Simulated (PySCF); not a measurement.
AlClHN (calculated)

All values are calculated (PySCF 2.14.0). Calculation on a computer-drawn molecule: vertical ionisation energy to the stated ion spin, frozen-core CCSD(T) at the basis limit and cheaper methods, single-reference cases, UHF for radicals, no spin-orbit; all values are single points at the evaluated structure, the first of each entry, which is the reference or a displaced copy of it and isn't optimised; the reference structure only sets the zero of the energies above reference; triples share is (T) over the correlation energy.

Common to all runs: charge 0; multiplicity 1; ion multiplicity 2; diffuse functions no; basis cc-pV(n+d)Z; reference is the Hartree-Fock double-zeta minimum; best is HF at quadruple zeta + MP2 correlation extrapolated from triple and quadruple zeta + CCSD(T) minus MP2 at triple zeta; basis step is the size of the change from the same recipe one zeta lower.

```json
{"entry": 1, "formula": "AlClHN", "evaluated_structure": {"atoms_angstrom": [["N", -0.341, -1.7158, 1.1376], ["Al", 0.7849, -2.7519, 1.0531], ["Cl", 2.3456, -4.1749, 0.9257], ["H", -1.1846, -0.9533, 1.1954]]}, "reference_structure": {"atoms_angstrom": [["N", -0.3544, -1.7216, 1.1319], ["Al", 0.8186, -2.7795, 1.0456], ["Cl", 2.3531, -4.1608, 0.9344], ["H", -1.0893, -1.0611, 1.1841]]}, "given": {"drawn_bonds_atom": [1, 2, 1], "drawn_bonds_other_atom": [2, 3, 4], "drawn_bonds_order": [2, 1, 1]}, "results": {"ionisation_energy_best [eV]": 9.217, "ionisation_energy_basis_step [eV]": 0.0833, "energy_above_reference_best [kcal/mol]": 12.74, "energy_above_reference_basis_step [kcal/mol]": 0.2266, "triple_zeta_method": ["HF", "PBE", "r2SCAN", "B3LYP", "wB97X", "MP2", "CCSD", "CCSD(T)"], "triple_zeta_ionisation_energy [eV]": [7.303, 9.115, 8.941, 9.034, 8.956, 9.213, 8.84, 9.001], "triple_zeta_energy_above_reference [kcal/mol]": [13.92, 11.4, 12.32, 12.04, 12.33, 12.78, 12.67, 12.57], "ionisation_energy_Koopmans_at_triple_zeta [eV]": 9.775, "ionisation_energy_EOM_CCSD_at_triple_zeta [eV]": 9.059, "total_energy_HF_triple_zeta [hartree]": -756.4938, "total_energy_CCSD(T)_triple_zeta [hartree]": -757.0053, "total_energy_best [hartree]": -757.0840, "T1_diagnostic_at_triple_zeta": 0.01569, "D1_diagnostic_at_triple_zeta": 0.03941, "ion_T1_diagnostic_at_triple_zeta": 0.01215, "ion_D1_diagnostic_at_triple_zeta": 0.02868, "ion_spin_squared_at_triple_zeta": 0.761, "triples_share_at_triple_zeta": 0.0448, "basis_functions_triple_zeta": 122, "dipole_magnitude_HF_at_triple_zeta [debye]": 1.507, "dipole_magnitude_CCSD_unrelaxed_at_triple_zeta [debye]": 1.085, "dipole_magnitude_PBE_at_triple_zeta [debye]": 0.9402, "dipole_magnitude_r2SCAN_at_triple_zeta [debye]": 1.056, "dipole_magnitude_B3LYP_at_triple_zeta [debye]": 1.083, "dipole_magnitude_wB97X_at_triple_zeta [debye]": 1.223}}
{"entry": 2, "formula": "AlClHN", "evaluated_structure": {"atoms_angstrom": [["N", -0.3883, -1.8088, 1.0442], ["Al", 0.7351, -2.6988, 0.9769], ["Cl", 2.4754, -4.2615, 0.8845], ["H", -1.017, -1.0921, 1.1885]]}, "reference_structure": {"atoms_angstrom": [["N", -0.3544, -1.7216, 1.1319], ["Al", 0.8186, -2.7795, 1.0456], ["Cl", 2.3531, -4.1608, 0.9344], ["H", -1.0893, -1.0611, 1.1841]]}, "given": {"drawn_bonds_atom": [1, 2, 1], "drawn_bonds_other_atom": [2, 3, 4], "drawn_bonds_order": [2, 1, 1]}, "results": {"ionisation_energy_best [eV]": 9.957, "ionisation_energy_basis_step [eV]": 0.08255, "energy_above_reference_best [kcal/mol]": 34.98, "energy_above_reference_basis_step [kcal/mol]": 0.7381, "triple_zeta_method": ["HF", "PBE", "r2SCAN", "B3LYP", "wB97X", "MP2", "CCSD", "CCSD(T)"], "triple_zeta_ionisation_energy [eV]": [8.172, 9.772, 9.695, 9.798, 9.779, 9.946, 9.622, 9.753], "triple_zeta_energy_above_reference [kcal/mol]": [31.11, 33.72, 33.62, 32.39, 32.56, 35.28, 33.72, 34.43], "ionisation_energy_Koopmans_at_triple_zeta [eV]": 10.6, "ionisation_energy_EOM_CCSD_at_triple_zeta [eV]": 9.872, "total_energy_HF_triple_zeta [hartree]": -756.4664, "total_energy_CCSD(T)_triple_zeta [hartree]": -756.9705, "total_energy_best [hartree]": -757.0485, "T1_diagnostic_at_triple_zeta": 0.01456, "D1_diagnostic_at_triple_zeta": 0.0363, "ion_T1_diagnostic_at_triple_zeta": 0.01349, "ion_D1_diagnostic_at_triple_zeta": 0.04006, "ion_spin_squared_at_triple_zeta": 0.7576, "triples_share_at_triple_zeta": 0.0429, "basis_functions_triple_zeta": 122, "dipole_magnitude_HF_at_triple_zeta [debye]": 0.5071, "dipole_magnitude_CCSD_unrelaxed_at_triple_zeta [debye]": 0.332, "dipole_magnitude_PBE_at_triple_zeta [debye]": 0.2698, "dipole_magnitude_r2SCAN_at_triple_zeta [debye]": 0.2966, "dipole_magnitude_B3LYP_at_triple_zeta [debye]": 0.3291, "dipole_magnitude_wB97X_at_triple_zeta [debye]": 0.3828}}
{"entry": 3, "formula": "AlClHN", "evaluated_structure": {"atoms_angstrom": [["N", -0.3203, -1.7229, 1.136], ["Al", 0.8393, -2.8088, 1.0266], ["Cl", 2.3359, -4.1848, 0.8963], ["H", -1.1053, -1.0843, 1.1939]]}, "reference_structure": {"atoms_angstrom": [["N", -0.3544, -1.7216, 1.1319], ["Al", 0.8186, -2.7795, 1.0456], ["Cl", 2.3531, -4.1608, 0.9344], ["H", -1.0893, -1.0611, 1.1841]]}, "given": {"drawn_bonds_atom": [1, 2, 1], "drawn_bonds_other_atom": [2, 3, 4], "drawn_bonds_order": [2, 1, 1]}, "results": {"ionisation_energy_best [eV]": 8.972, "ionisation_energy_basis_step [eV]": 0.08798, "energy_above_reference_best [kcal/mol]": -0.05013, "energy_above_reference_basis_step [kcal/mol]": 0.1024, "triple_zeta_method": ["HF", "PBE", "r2SCAN", "B3LYP", "wB97X", "MP2", "CCSD", "CCSD(T)"], "triple_zeta_ionisation_energy [eV]": [7.011, 8.89, 8.691, 8.788, 8.689, 8.958, 8.583, 8.755], "triple_zeta_energy_above_reference [kcal/mol]": [0.646, -0.1679, -0.01513, 0.09778, 0.1099, -0.0333, 0.1537, 0.04731], "ionisation_energy_Koopmans_at_triple_zeta [eV]": 9.441, "ionisation_energy_EOM_CCSD_at_triple_zeta [eV]": 8.81, "total_energy_HF_triple_zeta [hartree]": -756.5150, "total_energy_CCSD(T)_triple_zeta [hartree]": -757.0253, "total_energy_best [hartree]": -757.1043, "T1_diagnostic_at_triple_zeta": 0.01638, "D1_diagnostic_at_triple_zeta": 0.04178, "ion_T1_diagnostic_at_triple_zeta": 0.01155, "ion_D1_diagnostic_at_triple_zeta": 0.02939, "ion_spin_squared_at_triple_zeta": 0.7599, "triples_share_at_triple_zeta": 0.04491, "basis_functions_triple_zeta": 122, "dipole_magnitude_HF_at_triple_zeta [debye]": 2.276, "dipole_magnitude_CCSD_unrelaxed_at_triple_zeta [debye]": 1.731, "dipole_magnitude_PBE_at_triple_zeta [debye]": 1.558, "dipole_magnitude_r2SCAN_at_triple_zeta [debye]": 1.71, "dipole_magnitude_B3LYP_at_triple_zeta [debye]": 1.739, "dipole_magnitude_wB97X_at_triple_zeta [debye]": 1.929}}
```
